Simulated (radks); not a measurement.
The lutetium ion Lu2+, 69 electrons, occupied as [Kr] 4d10 4f14 5s1.75 5p6 6s1 5f0.25 (fractional occupations, a model configuration).

Method: scalar-relativistic Kohn-Sham, LDA (Slater exchange, Perdew-Wang correlation), spin-polarised, spherical densities, point nucleus; open shells are filled with parallel spins first (spin-orbit coupling, left out, can overturn this in heavy ions); computed with a radial shooting solver on a logarithmic mesh with Libxc functionals.

Energy parts (hartree):
part                       energy
total                 -14553.1088
kinetic                15900.2940
electron-nucleus      -35822.7191
Hartree                 5660.0463
exchange-correlation    -290.7300

Orbitals (lengths in bohr, moments of r in powers of bohr; <r^-3> diverges for s and p1/2):
| orbital | occ. | eigenvalue (hartree) | <1/r> | <r^-3> |
|---|---|---|---|---|
| 1s up | 1 | -2322.998 | 82.17 | - |
| 1s down | 1 | -2322.996 | 82.17 | - |
| 2s up | 1 | -396.0912 | 19.17 | - |
| 2s down | 1 | -396.0900 | 19.17 | - |
| 2p up | 3 | -348.6745 | 17.55 | 16850 |
| 2p down | 3 | -348.6733 | 17.55 | 16850 |
| 3s up | 1 | -90.31280 | 7.085 | - |
| 3s down | 1 | -90.31176 | 7.085 | - |
| 3p up | 3 | -76.08610 | 6.585 | 3695 |
| 3p down | 3 | -76.08506 | 6.585 | 3695 |
| 3d up | 5 | -58.97911 | 6.235 | 483.3 |
| 3d down | 5 | -58.97805 | 6.235 | 483.3 |
| 4s up | 1 | -18.55100 | 3.001 | - |
| 4s down | 1 | -18.54917 | 3.001 | - |
| 4p up | 3 | -13.88168 | 2.734 | 845.0 |
| 4p down | 3 | -13.87952 | 2.735 | 845.1 |
| 4d up | 5 | -7.79166 | 2.420 | 93.25 |
| 4d down | 5 | -7.78877 | 2.420 | 93.28 |
| 5s up | 1 | -2.99380 | 1.142 | - |
| 5s down | 0.75 | -2.98246 | 1.143 | - |
| 5p up | 3 | -1.89750 | 0.9525 | 110.8 |
| 5p down | 3 | -1.88419 | 0.9548 | 111.3 |
| 4f up | 7 | -1.10574 | 1.835 | 13.97 |
| 4f down | 7 | -1.10035 | 1.838 | 14.02 |
| 6s up | 1 | -0.71483 | 0.4268 | - |
| 6s down | 0 | -0.67504 | 0.4275 | - |
| 5f up | 0.25 | -0.20412 | 0.2053 | 0.09669 |
| 5f down | 0 | -0.18463 | 0.1859 | 0.06666 |

The highest occupied level is 5f up at -5.554 eV. The configuration is held as typed, so some empty levels lie below it. Summed over all electrons, <r^2> = 50.86 bohr^2, which gives a Langevin (diamagnetic) susceptibility term of -40.3 x 10^-6 cm^3/mol.
